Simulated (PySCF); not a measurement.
PySCF job for Cl3Sc, SMILES [Cl][Sc+]([Cl])[Cl] (connectivity only; charge and spin as stated), charge +1, multiplicity 2, TDA-CAM-B3LYP/def2-SVPD. Geometry optimised at B3LYP-D3(BJ)/def2-SVP. The multiplicity is an assumed one; other spin states were not compared.

```python
import numpy as np
from pyscf import gto, scf, dft, tdscf

mol = gto.M(
    atom='''
    Sc   -0.33792930   -0.67233562   -0.00000000
    Cl    1.33673967    0.22170184    1.39276886
    Cl   -2.25603727    0.38712856    0.00000000
    Cl    1.33673967    0.22170184   -1.39276886
    ''',
    basis='def2-SVPD',
    charge=1,
    spin=1,
    max_memory=1600,
    verbose=4,
)
mf = dft.UKS(mol, xc='cam-b3lyp').density_fit(auxbasis='def2-universal-jkfit')
mf.grids.level = 3
mf.conv_tol = 1e-9
mf.max_cycle = 100
mf.kernel()
fine, coarse = mf.grids, dft.Grids(mol).set(level=1).build(with_non0tab=True)
for _ in range(3):  # follow internal instabilities
    mf.grids = coarse
    mo, _, stable, _ = mf.stability(return_status=True, nroots=4)
    mf.grids = fine
    if stable:
        break
    mf.kernel(mf.make_rdm1(mo, mf.mo_occ))
mf.grids = dft.Grids(mol).set(level=1).build(with_non0tab=True)  # coarser grid for the response kernel
td = tdscf.TDA(mf)
td.nstates = 10
td.conv_tol = 1e-4
td.positive_eig_threshold = 1e-6
td.kernel(x0=td.get_init_guess(mf, 15))
td.analyze()
```

Program output:

```
PySCF version 2.14.0

[INPUT] verbose = 4
[INPUT] num. atoms = 4
[INPUT] num. electrons = 71
[INPUT] charge = 1
[INPUT] spin (= nelec alpha-beta = 2S) = 1
[INPUT] symmetry False subgroup None
[INPUT] Mole.unit = angstrom
[INPUT] Symbol           X                Y                Z      unit          X                Y                Z       unit  Magmom
[INPUT]  1 Sc    -0.337929300000  -0.672335620000   0.000000000000 AA   -0.638593826466  -1.270530185590   0.000000000000 Bohr   0.0
[INPUT]  2 Cl     1.336739670000   0.221701840000   1.392768860000 AA    2.526071876141   0.418955758912   2.631951700223 Bohr   0.0
[INPUT]  3 Cl    -2.256037270000   0.387128560000   0.000000000000 AA   -4.263292567111   0.731566953397   0.000000000000 Bohr   0.0
[INPUT]  4 Cl     1.336739670000   0.221701840000  -1.392768860000 AA    2.526071876141   0.418955758912  -2.631951700223 Bohr   0.0

nuclear repulsion = 380.893498619862
number of shells = 45
number of NR pGTOs = 211
number of NR cGTOs = 115
basis = def2-SVPD
ecp = {}


******** <class 'pyscf.df.df_jk.DFUKS'> ********
method = DFUKS
initial guess = minao
damping factor = 0
level_shift factor = 0
DIIS = <class 'pyscf.scf.diis.CDIIS'>
diis_start_cycle = 1
diis_space = 8
diis_damp = 0
SCF conv_tol = 1e-09
SCF conv_tol_grad = None
SCF max_cycles = 100
direct_scf = False
number electrons alpha = 36  beta = 35
XC library pyscf.dft.libxc version 7.1.2
    S. Lehtola, C. Steigemann, M. J. T. Oliveira, and M. A. L. Marques,  SoftwareX 7, 1–5 (2018)
XC functionals = cam-b3lyp
    T. Yanai, D. P. Tew, and N. C. Handy,  Chem. Phys. Lett. 393, 51 (2004)
radial grids:
    Treutler-Ahlrichs [JCP 102, 346 (1995); DOI:10.1063/1.469408] (M4) radial grids

becke partition: Becke, JCP 88, 2547 (1988); DOI:10.1063/1.454033
pruning grids: <function nwchem_prune>
grids dens level: 3
symmetrized grids: False
atomic radii adjust function: <function treutler_atomic_radii_adjust>
small_rho_cutoff = 0
Set gradient conv threshold to 3.16228e-05
tot grids = 77280
******** <class 'pyscf.df.df.DF'> ********
auxbasis = def2-universal-jkfit
Create RSH-DF object <pyscf.df.df.DF object> for omega=0.33
******** <class 'pyscf.df.df.DF'> ********
auxbasis = auxmol.basis = def2-universal-jkfit
init E= -2141.13594119689
  alpha nocc = 36  HOMO = -0.387480225082103  LUMO = -0.276429885727708
  beta  nocc = 35  HOMO = -0.436890618054396  LUMO = -0.387480225082103

WARN: HOMO -0.387480225082103 >= LUMO -0.387480225082103

cycle= 1 E= -2140.67140725815  delta_E= 0.465  |g|= 0.239  |ddm|= 1.92
  alpha nocc = 36  HOMO = -0.554678915562414  LUMO = -0.23118634731905
  beta  nocc = 35  HOMO = -0.553867648190875  LUMO = -0.421297849206203
  HOMO = -0.553867648191  LUMO = -0.421297849206  gap/eV = 3.60741
cycle= 2 E= -2140.68630945288  delta_E= -0.0149  |g|= 0.198  |ddm|= 0.718
  alpha nocc = 36  HOMO = -0.579984635277145  LUMO = -0.291876836311395
  beta  nocc = 35  HOMO = -0.578883605243168  LUMO = -0.391307808832228
  HOMO = -0.578883605243  LUMO = -0.391307808832  gap/eV = 5.10420
cycle= 3 E= -2140.71063104539  delta_E= -0.0243  |g|= 0.06  |ddm|= 0.306
  alpha nocc = 36  HOMO = -0.588469527537877  LUMO = -0.276865190107472
  beta  nocc = 35  HOMO = -0.5859051880763  LUMO = -0.38443607909845
  HOMO = -0.585905188076  LUMO = -0.384436079098  gap/eV = 5.48225
cycle= 4 E= -2140.71275189142  delta_E= -0.00212  |g|= 0.0242  |ddm|= 0.0945
  alpha nocc = 36  HOMO = -0.585403951530662  LUMO = -0.278040657294287
  beta  nocc = 35  HOMO = -0.58333709685629  LUMO = -0.385120852057706
  HOMO = -0.583337096856  LUMO = -0.385120852058  gap/eV = 5.39374
cycle= 5 E= -2140.71315580125  delta_E= -0.000404  |g|= 0.00356  |ddm|= 0.0308
  alpha nocc = 36  HOMO = -0.585362514164522  LUMO = -0.276933386264679
  beta  nocc = 35  HOMO = -0.583179729602916  LUMO = -0.383887564769278
  HOMO = -0.583179729603  LUMO = -0.383887564769  gap/eV = 5.42302
cycle= 6 E= -2140.71318055615  delta_E= -2.48e-05  |g|= 0.00129  |ddm|= 0.0109
  alpha nocc = 36  HOMO = -0.585287463445408  LUMO = -0.277154773761411
  beta  nocc = 35  HOMO = -0.583153825326615  LUMO = -0.383945781617931
  HOMO = -0.583153825327  LUMO = -0.383945781618  gap/eV = 5.42073
cycle= 7 E= -2140.71318451307  delta_E= -3.96e-06  |g|= 0.000477  |ddm|= 0.00385
  alpha nocc = 36  HOMO = -0.585307558010354  LUMO = -0.277239832606305
  beta  nocc = 35  HOMO = -0.583164055093059  LUMO = -0.383840516410654
  HOMO = -0.583164055093  LUMO = -0.383840516411  gap/eV = 5.42387
cycle= 8 E= -2140.71318500405  delta_E= -4.91e-07  |g|= 0.000179  |ddm|= 0.00131
  alpha nocc = 36  HOMO = -0.585320424689963  LUMO = -0.277222118229756
  beta  nocc = 35  HOMO = -0.583181382773657  LUMO = -0.38383886535662
  HOMO = -0.583181382774  LUMO = -0.383838865357  gap/eV = 5.42439
cycle= 9 E= -2140.7131850945  delta_E= -9.05e-08  |g|= 6.02e-05  |ddm|= 0.000625
  alpha nocc = 36  HOMO = -0.585309592969733  LUMO = -0.277220779314387
  beta  nocc = 35  HOMO = -0.583174456130315  LUMO = -0.383832768029549
  HOMO = -0.58317445613  LUMO = -0.38383276803  gap/eV = 5.42436
cycle= 10 E= -2140.71318511154  delta_E= -1.7e-08  |g|= 3.12e-05  |ddm|= 0.000285
  alpha nocc = 36  HOMO = -0.585313382874003  LUMO = -0.277228440506167
  beta  nocc = 35  HOMO = -0.5831788397485  LUMO = -0.38383576490046
  HOMO = -0.583178839749  LUMO = -0.3838357649  gap/eV = 5.42440
cycle= 11 E= -2140.71318511651  delta_E= -4.97e-09  |g|= 1.74e-05  |ddm|= 0.000151
  alpha nocc = 36  HOMO = -0.585313736375487  LUMO = -0.277224945726444
  beta  nocc = 35  HOMO = -0.583178983441365  LUMO = -0.383835178047002
  HOMO = -0.583178983441  LUMO = -0.383835178047  gap/eV = 5.42442
cycle= 12 E= -2140.71318511878  delta_E= -2.27e-09  |g|= 1e-05  |ddm|= 0.000128
  alpha nocc = 36  HOMO = -0.585314504168213  LUMO = -0.277226459643502
  beta  nocc = 35  HOMO = -0.583179071746172  LUMO = -0.383834178506469
  HOMO = -0.583179071746  LUMO = -0.383834178506  gap/eV = 5.42445
cycle= 13 E= -2140.7131851193  delta_E= -5.16e-10  |g|= 5.01e-06  |ddm|= 5.97e-05
  alpha nocc = 36  HOMO = -0.585314687428437  LUMO = -0.277225569428067
  beta  nocc = 35  HOMO = -0.583179100285532  LUMO = -0.3838352935481
  HOMO = -0.583179100286  LUMO = -0.383835293548  gap/eV = 5.42442
Extra cycle  E= -2140.71318511941  delta_E= -1.08e-10  |g|= 4.2e-06  |ddm|= 1.9e-05
converged SCF energy = -2140.71318511941  <S^2> = 0.76100677  2S+1 = 2.0109766
tot grids = 26392
uhf_internal: lowest eigs of H = [0.08092915 0.14037553 0.16742702 0.16775307]
<class 'pyscf.df.df_jk.DFUKS'> wavefunction is stable in the internal stability analysis
tot grids = 26392
Overwritten attributes  positive_eig_threshold  of <class 'pyscf.tdscf.uks.TDA'>


******** <class 'pyscf.tdscf.uks.TDA'> for <class 'pyscf.df.df_jk.DFUKS'> ********
nstates = 10
deg_eia_thresh = 1.000e-03
wfnsym = None
conv_tol = 0.0001
eigh lindep = 1e-12
eigh level_shift = 0
eigh max_cycle = 100


Excitation energies (eV)
[1.16313732 1.95354779 2.35788686 2.50361656 3.06578123 3.15703285
 3.43942859 3.98874608 4.46930924 4.56683033]

** Excitation energies and oscillator strengths **
Excited State   1:      1.16314 eV   1065.95 nm  f=0.0001
      33b ->   36b     -0.67717
      35b ->   36b      0.72787
Excited State   2:      1.95355 eV    634.66 nm  f=0.0003
      30b ->   36b      0.69649
      31b ->   36b      0.56475
      34b ->   36b     -0.41951
Excited State   3:      2.35789 eV    525.83 nm  f=0.0007
      29b ->   36b     -0.95478
      33b ->   36b     -0.21691
      35b ->   36b     -0.16667
Excited State   4:      2.50362 eV    495.22 nm  f=0.0262
      28b ->   36b      0.61150
      30b ->   36b     -0.18844
      31b ->   36b      0.21500
      32b ->   36b     -0.71036
Excited State   5:      3.06578 eV    404.41 nm  f=0.0278
      28b ->   36b      0.14926
      30b ->   36b     -0.30998
      31b ->   36b     -0.28259
      34b ->   36b     -0.87146
Excited State   6:      3.15703 eV    392.72 nm  f=0.0018
      29b ->   36b      0.27105
      33b ->   36b     -0.69173
      35b ->   36b     -0.65538
Excited State   7:      3.43943 eV    360.48 nm  f=0.1060
      34a ->   39a      0.14649
      28b ->   36b      0.57628
      30b ->   36b     -0.23338
      31b ->   36b      0.33577
      32b ->   36b      0.59281
      34b ->   36b      0.18533
Excited State   8:      3.98875 eV    310.84 nm  f=0.0052
      28b ->   36b      0.47000
      30b ->   36b      0.55495
      31b ->   36b     -0.65355
      34b ->   36b      0.11355
Excited State   9:      4.46931 eV    277.41 nm  f=0.0000
      35a ->   37a      0.51473
      35a ->   39a     -0.22222
      35a ->   40a      0.21774
      35a ->   42a      0.14100
      36a ->   38a     -0.23895
      36a ->   41a      0.11242
      33b ->   38b      0.12300
      34b ->   37b     -0.55524
      34b ->   39b      0.20380
      34b ->   40b     -0.21450
      34b ->   42b     -0.13852
      35b ->   38b      0.23572
Excited State  10:      4.56683 eV    271.49 nm  f=0.0003
      33a ->   37a      0.12611
      35a ->   38a      0.24701
      35a ->   41a     -0.10241
      36a ->   37a     -0.49305
      36a ->   40a     -0.12210
      33b ->   37b      0.24151
      34b ->   38b     -0.26844
      35b ->   37b      0.65412
      35b ->   40b      0.13322
      35b ->   42b      0.10939

** Transition electric dipole moments (AU) **
state          X           Y           Z        Dip. S.      Osc.
  1         0.0378     -0.0574     -0.0000      0.0047      0.0001
  2        -0.0000      0.0000      0.0798      0.0064      0.0003
  3        -0.1132      0.0035     -0.0000      0.0128      0.0007
  4         0.0000     -0.0000     -0.6531      0.4266      0.0262
  5        -0.0000      0.0000      0.6085      0.3703      0.0278
  6        -0.1492      0.0237     -0.0000      0.0228      0.0018
  7        -0.0000      0.0000      1.1214      1.2575      0.1060
  8         0.0000     -0.0000      0.2301      0.0529      0.0052
  9         0.0138      0.0048      0.0000      0.0002      0.0000
 10         0.0000      0.0000     -0.0558      0.0031      0.0003

** Transition velocity dipole moments (imaginary part, AU) **
state          X           Y           Z        Dip. S.      Osc.
  1         0.0113     -0.0224      0.0000      0.0006      0.0098
  2        -0.0000      0.0000     -0.0079      0.0001      0.0006
  3         0.0214      0.0157      0.0000      0.0007      0.0054
  4        -0.0000     -0.0000      0.0347      0.0012      0.0087
  5         0.0000     -0.0000     -0.0178      0.0003      0.0019
  6         0.0045     -0.0096      0.0000      0.0001      0.0006
  7        -0.0000      0.0000     -0.0155      0.0002      0.0013
  8        -0.0000      0.0000      0.0034      0.0000      0.0001
  9         0.0005     -0.0002     -0.0000      0.0000      0.0000
 10         0.0000     -0.0000     -0.0016      0.0000      0.0000

** Transition magnetic dipole moments (imaginary part, AU) **
state          X           Y           Z
  1        -0.0000     -0.0000      0.3971
  2        -0.6439     -0.3264     -0.0000
  3        -0.0000      0.0000     -0.0443
  4        -0.3245      0.5448      0.0000
  5        -0.1165      0.4279      0.0000
  6         0.0000     -0.0000      0.1114
  7        -0.3492      0.7787     -0.0000
  8        -0.0730      0.4710      0.0000
  9        -0.0000      0.0000      0.0232
 10         0.0582     -0.0189     -0.0000
```

The calculation finished and met its thresholds.
